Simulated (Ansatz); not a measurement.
# Loss of CH4: C3H5Cl2In → C2HCl2In + CH4

Gas-phase species: C3H5Cl2In `C=C[CH2][In]([Cl])[Cl]`, singlet; C2HCl2In `C#[C][In]([Cl])[Cl]`, singlet; CH4 (methane) `C`, singlet. This is a balance of energies; it says nothing on the path, which may need atoms to shift.

Shapes, held fixed at every level: PBE0-D4/def2-TZVP. Flexible molecules stand in one conformer, not always the lowest. Programs: Ansatz 0.2.0. Electronic energies: no zero-point or thermal term.

```json
{"level": "HF/def2-TZVPP", "kind": "Hartree–Fock", "ΔE (kJ/mol)": "+83.3"}
{"level": "SPW92/def2-TZVPP", "kind": "LDA", "ΔE (kJ/mol)": "+185.5"}
{"level": "r2SCAN0-D4/def2-TZVPP", "kind": "global hybrid", "ΔE (kJ/mol)": "+140.6"}
{"level": "B2PLYP/def2-TZVPP", "kind": "double hybrid", "ΔE (kJ/mol)": "+108.4"}
{"level": "CCSD(T)/def2-SVP", "kind": "coupled cluster or CI", "ΔE (kJ/mol)": "+119.8"}
{"level": "CCSD/def2-SVP", "kind": "coupled cluster or CI", "ΔE (kJ/mol)": "+118.8"}
{"level": "MP2/def2-TZVPP", "kind": "perturbation theory", "ΔE (kJ/mol)": "+112.5"}
```

MP2/def2-TZVPP gives ΔE = +112.5 kJ/mol; the levels span +83.3 to +185.5. The median of the levels is +118.8. No measured value is set beside it here. For atoms past krypton def2 sets carry core potentials with scalar relativity. Outer-core shells of In are correlated, in sets that cover them unevenly.
